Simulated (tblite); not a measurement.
Species: C₆H₈N₂S.
Structure used (GFN2-xTB), in Å, numbered top down from 1:
```
atom  x, y, z in Å
C1    -3.418   -0.771    0.276
C2    -2.507   -0.420   -0.625
C3    -1.118   -0.179   -0.327
C4    -0.392   -0.232    0.852
C5     0.919    0.110    0.483
S6     2.299    0.215    1.544
C7     3.563    0.696    0.335
N8     1.005    0.356   -0.817
N9    -0.229    0.178   -1.290
H10   -3.167   -0.900    1.314
H11   -4.445   -0.939    0.004
H12   -2.786   -0.296   -1.664
H13   -0.735   -0.477    1.834
H14    4.496    0.793    0.882
H15    3.637   -0.076   -0.424
H16    3.279    1.641   -0.116
H17   -0.409    0.314   -2.271
```

Calculated harmonic vibrations of the isolated species, GFN2-xTB (tblite), most abundant isotopes, no scaling. Against measured fundamentals such values can be off by several per cent, at times by over 20. One conformer, not necessarily the lowest.

Harmonic wavenumbers (cm⁻¹): 53.3, 98.6, 115.6, 128.0, 160.5, 193.2, 301.4, 335.4, 434.0, 493.0, 504.7, 583.3, 631.7, 687.1, 705.2, 735.6, 785.3, 884.5, 950.1, 952.8, 963.9, 979.0, 1006.0, 1040.6, 1100.4, 1160.8, 1210.0, 1297.5, 1312.0, 1371.9, 1382.4, 1396.5, 1431.5, 1441.0, 1450.4, 1536.8, 1671.1, 3041.0, 3044.1, 3045.5, 3060.7, 3118.1, 3145.7, 3205.7, 3460.4.

A = 4465, B = 728.0, C = 628.4 MHz; mass 140.041 u (most abundant isotopes); point group Cs, symmetry number 1.

Question: Zero-point energy?

Answer: ½Σν̃ = 28303 cm⁻¹ = 338.58 kJ/mol.

Question: Give the ideal-gas entropy at 350 K and 1 bar in the rigid-rotor, harmonic-oscillator model (classical rotation).

Answer: Translation 173.82, rotation 125.19, vibration 133.41: S = 432.4 J/(mol K).

Question: And Cp and H(350 K) − H(0)?

Answer: Cp = 172.67 J/(mol K), of which vibrations give 139.41 (their classical limit is 45 R = 374.2); H(350 K) − H(0) = 36.27 kJ/mol without the zero-point energy, 24.63 from vibrations.

Question: Which modes carry the vibrational entropy at 350 K?

Answer: 53.3 cm⁻¹: 20.95; 98.6 cm⁻¹: 15.88; 115.6 cm⁻¹: 14.58; 128.0 cm⁻¹: 13.75; 160.5 cm⁻¹: 11.92; 193.2 cm⁻¹: 10.45 J/(mol K); the other 39 give 45.88 together.

Question: How do the functions run with temperature in this model?

Answer: 
| T (K) | S (J/(mol K)) | Cp (J/(mol K)) | H − H(0) (kJ/mol) | G − H(0) (kJ/mol) | ln q(vib) |
| --- | --- | --- | --- | --- | --- |
| 150 | 324.2 | 94.5 | 9.61 | -39.01 | 2.71 |
| 250 | 381.3 | 133.1 | 20.96 | -74.37 | 5.16 |
| 298.15 | 406.4 | 152.4 | 27.83 | -93.33 | 6.33 |
| 400 | 456.7 | 190.9 | 45.36 | -137.31 | 8.79 |
| 600 | 545.8 | 248.4 | 89.71 | -237.78 | 13.54 |
| 900 | 657.4 | 300.9 | 172.83 | -418.86 | 20.23 |

q(vib) and H(0) count from the zero-point level.

Question: What must be added to the electronic energy to get the Gibbs energy at 350 K and 1 bar?

Answer: ZPE + [H(350 K) − H(0)] − T·S = 338.58 + 36.27 − 151.35 = 223.50 kJ/mol.

Hindered rotation and anharmonicity are outside this model. Other conformers, if any are populated, would add a mixing term that is left out.
